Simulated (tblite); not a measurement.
Species: C6H12N (charge +1).
Numbering: `[CH3:1][C:2]#[C:3][CH2:4][NH+:5]([CH3:6])[CH3:7]` (hydrogens: H8, H9, H10 on C1; H11, H12 on C4; H13 on N5; H14, H15, H16 on C6; H17, H18, H19 on C7)
Bond orders are those of one Lewis drawing.

Computed with GFN2-xTB (tblite), gas phase: nudged elastic band of 9 images (0 to 8), spring 0.2 eV/Å², climbing image at the end, force threshold 0.05 eV/Å. No saddle search or frequency run followed, so the top image need not be a first-order saddle, and its height can exceed the method's true barrier by a kcal/mol or more.

The band describes a rotation about C4–N5 (sp3 carbon bound to nitrogen, ammonium nitrogen), followed by the dihedral C3–C4–N5–C7, from the optimised start (169°) to a second optimised geometry at -62°.

Problem. Give the energy profile along the converged band.

Solution. 
```csv
image,dihedral (°),E (eV),C4–N5 (Å),C3···C7 (Å),largest true force (eV/Å)
0,169,0.000,1.498,3.72,0.01
1,-176,0.022,1.501,3.74,0.03
2,-161,0.085,1.508,3.72,0.05
3,-145,0.158,1.518,3.67,0.06
4,-128,0.200,1.523,3.57,0.05
5,-110,0.183,1.520,3.43,0.05
6,-93,0.120,1.512,3.26,0.05
7,-77,0.051,1.504,3.08,0.04
8,-62,0.018,1.500,2.92,0.01
```

Barriers of this band. The top is image 4 at -128°: 0.200 eV forward and 0.182 eV back; the end lies 0.018 eV above the start. The central bond is 0.025 Å longer at the top than at the start.

Problem. What rate follows at 298 K for crossing this barrier forward?

Solution. Taking the electronic barrier for the free energy of activation (no zero-point or entropy terms, transmission 1), rate = (kT/h)·exp(−ΔE/kT) ≈ 3 × 10^9 s⁻¹, whose inverse is 4 × 10^-10 s. An error of 1 kcal/mol in the barrier changes this by a factor of 5, and the method and the loose band can each miss by that much or more.

Problem. How would the two end points share their population at 298 K, from these energies alone?

Solution. exp(−ΔE/kT) with ΔE = 0.018 eV gives 0.5 for the higher one (end) against 1 for the lower, without vibrational, rotational or degeneracy terms. GFN2-xTB can put conformers this close in the wrong order.

What follows is the cost of the whole band run. On an Intel Xeon 6975P-C with one thread, no GPU, shared host with 192 logical CPUs at a one-minute load of 26, this took 3.2 s of wall time and 0.19 GiB of memory at its peak.
